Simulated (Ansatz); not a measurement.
Consider the hydrogenolysis of a Ga–I bond: `[I][GaH][I]` + H₂ → `[GaH2][I]` + HI.

Computed with Ansatz on PBE0-D4/def2-TZVP structures; ΔE is electronic, products minus reactants. CCSD(T)/CBS is the MP2 limit (def2-TZVPP, def2-QZVPP) plus CCSD(T) − MP2 in def2-TZVPP, frozen cores. This one scheme is used for every species. Functionals use def2-TZVPP. HSE06 is defined as in plane-wave codes. def2 core potentials past Kr. For Ga, I outer-core shells are correlated without core-valence functions, which leaves a few kJ/mol of doubt a bond. Scalar relativity is left out up to krypton.

`[I][GaH][I]`:

Cartesian coordinates in Å:
```
I -0.046 -2.173 -0.898
Ga -0.093 0.187 -0.151
I 0.790 0.671 2.110
H -0.651 1.315 -1.062
```

H₂:

Z-matrix (Å, degrees):
```
H
H 1 0.746
```

`[GaH2][I]`:

Z-matrix (Å, degrees):
```
Ga
I 1 2.491
H 1 1.558 2 115.9
H 1 1.558 2 115.9 3 -180.0
```

HI:

Cartesian coordinates in Å:
```
I 0.366 0.322 0.640
H -0.366 -0.322 -0.640
```

| level | ΔE (kcal/mol) | difference from CCSD(T)/CBS |
| --- | --- | --- |
| LDA (SPW92) | 25.6 | -3.1 |
| BLYP-D4 | 27.8 | -0.9 |
| r2SCANh-D4 | 28.5 | -0.2 |
| HSE06-D4 | 28.1 | -0.6 |
| PBE0 | 26.7 | -2.0 |
| BHLYP | 25.6 | -3.1 |
| SCS-MP2/def2-TZVPP | 28.3 | -0.4 |
| CCSD(T)/def2-TZVPP | 27.0 | -1.7 |
| HF/def2-QZVPP | 24.8 | -3.9 |
| HF/CBS(def2) | 24.7 | -4.0 |
| CCSD(T)/CBS | 28.7 | 0 |

Task: What do rigid-rotor, harmonic-oscillator terms from PBE0-D4/def2-TZVP frequencies (298.15 K, 1 bar) make of the CCSD(T)/CBS value? (Best estimate.)

Result: Ansatz gave: ΔZPE = +0.6 kcal/mol, ΔH = +28.5 kcal/mol, ΔS = 21 J/(mol·K), ΔG = +27.1 kcal/mol.

Largest T1 diagnostic among the species: 0.011.

The D4 term adds +2.4 kcal/mol with B3LYP and +1.3 kcal/mol with PBE0; it sums over pairs of atoms, weighted by their polarisabilities, and B3LYP, whose exchange is more repulsive, gets the larger term. In def2-TZVPP, CCSD(T) changes the Hartree–Fock value by +1.9 kcal/mol (the triples alone add +1.1 kcal/mol) and MP2 by +5.4 kcal/mol.

B3LYP here is the variant with VWN-RPA as its local correlation; programs differ in this.
